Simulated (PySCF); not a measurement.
A structure optimised at PBE0-D3(BJ)/def2-SVP, used in a PySCF frequency run:

```
Nb
F 1 1.7870
F 1 1.7870 2 109.47
F 1 1.7870 2 109.47 3 -120.00
F 1 1.7870 2 109.47 3 120.00
```
Charge +1, spin multiplicity 1.

Write its SMILES, formula and point group.

[F][Nb+]([F])([F])[F], F4Nb, Td

What are its rotational constants (standard atomic weights)?

3.1239, 3.1239, 3.1239 GHz
